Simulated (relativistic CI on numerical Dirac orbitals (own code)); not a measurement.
## Spin-allowed bands of a d3 ion in a tetrahedral site, by hand

Problem. Take Δ = 6700 cm⁻¹ and B = 680 cm⁻¹ for a d3 ion in a tetrahedral site. Calculate the three spin-allowed bands.

Working.
1. The terms of highest spin are 4F (energy 0) and 4P (15B = 10200 cm⁻¹). Here the F term splits into A2 at +1.2Δ = 8040, T2 at +0.2Δ = 1340 and T1 at −0.6Δ = -4020 cm⁻¹.
2. The two T1 states mix through the element 0.4Δ: H = [[-4020, 2680], [2680, 10200]], with roots ½(H₁₁ + H₂₂) ∓ ½√[(H₂₂ − H₁₁)² + 4H₁₂²] = ½(6180) ∓ ½(15197) = -4508 and 10688 cm⁻¹.
3. The ground term is 4T1 at -4508 cm⁻¹.
4. Bands: 4T2 5848 cm⁻¹ (1710 nm), 4A2 12548 cm⁻¹ (797 nm), 4T1(P) 15197 cm⁻¹ (658 nm).

Check. Exact diagonalisation of the whole d3 shell with these parameters gives 4T2 5848, 4A2 12548, 4T1 15197 cm⁻¹. The match is exact, since without spin-orbit coupling no other term has this spin. The ratio of the second band to the first, 2.146, depends on Δ/B = 9.9 alone, which is how a Tanabe-Sugano diagram is read.
